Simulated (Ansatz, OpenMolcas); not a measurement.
A ladder of methods for GaH2OF (SMILES [OH][GaH][F])

GaH2OF has 5 atoms, charge 0, and is taken as a singlet. As SMILES, `[OH][GaH][F]`. The shape is that of a PBE0-D4/def2-TZVP optimisation. This is one conformer, not always the lowest.

Each level gives the vertical ionisation energy (to the doublet cation) (eV). The values are calculated.

| level | kind | program | value (eV) | CPU time (all runs) |
| --- | --- | --- | --- | --- |
| SVWN5/cc-pVDZ | LDA | Ansatz | 11.43 | 5.8 s |
| revPBE/cc-pVDZ | GGA | Ansatz | 11.17 | 11 s |
| TPSS/cc-pVDZ | meta-GGA | OpenMolcas | 11.52 | 92 s |
| M06-2X/cc-pVDZ | hybrid meta-GGA | OpenMolcas | 12.12 | 98 s |
| r2SCAN0/cc-pVDZ | hybrid meta-GGA | Ansatz | 11.82 | 31 s |
| wB97M-V/cc-pVDZ | range-separated hybrid | Ansatz | 11.94 | 95 s |
| wB97X/cc-pVDZ | range-separated hybrid | Ansatz | 12.00 | 65 s |
| RPA@PBE/cc-pVDZ | RPA | Ansatz | 11.20 | 14 s |
| MP2/cc-pVDZ | perturbation theory | Ansatz | 12.00 | 6.9 s |
| CCSD/cc-pVDZ | coupled cluster or CI | Ansatz | 11.73 | 20 s |

All-electron rows without a relativistic Hamiltonian named are non-relativistic. The values span 11.17 to 12.12 eV. In the correlated wave-function rows the outer d shell of Ga is correlated, in sets not made for it. CPU times are rough (shared hosts, several kinds of processor and program).
